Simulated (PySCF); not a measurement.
# Polarisability and C₆ of N²⁺ (nitrogen, charge +2)

[He] 2s2 2p1, 2P determinant. All numbers are calculated (PySCF 2.14, the spin-free X2C one-electron Hamiltonian (Gaussian nucleus), in x2c-TZVPPall with one added diffuse shell each of s, p, d type (6s4p3d1f, 40 functions)). Coupled (time-dependent) response in atomic units; α is the mean over directions.

| method | mean α (bohr³) | α xx, yy, zz | C₆ (like pair) | S(−4) |
| --- | --- | --- | --- | --- |
| UHF | 2.698 | 2.808, 2.478, 2.808 | 3.814 | 8.995 |
| PBE | 2.578 | 2.690, 2.354, 2.690 | 3.651 | 6.821 |
| PBE0 | 2.591 | 2.705, 2.361, 2.705 | 3.669 | 7.001 |
| TPSSh | 2.613 | 2.728, 2.385, 2.728 | 3.763 | 7.114 |
| B3LYP | 2.581 | 2.700, 2.343, 2.700 | 3.637 | 6.936 |

S(−4) is the Cauchy moment in α(ω) = α(0) + S(−4) ω² + …

α(iu) at PBE0:

```tsv
u (hartree)	α(iu) (bohr³)
0	2.591
0.0500	2.573
0.100	2.523
0.200	2.349
0.300	2.121
0.500	1.664
0.750	1.228
1.00	0.9349
1.50	0.5921
2.00	0.4073
3.00	0.2249
5.00	0.09716
```

A single London oscillator, α(iu) = α/(1 + u²/ω²), gives C₆ = (3/4) ω α². Matching the computed C₆ needs ω = 4 × 3.669 / (3 × 2.591²) = 0.729 hartree.

For an ion, C₆ is the dispersion term alone; charge-induced terms of lower order in 1/R come first.

The components differ because the open shell of this determinant is not spherical; for a pure term their mean is the scalar polarisability.
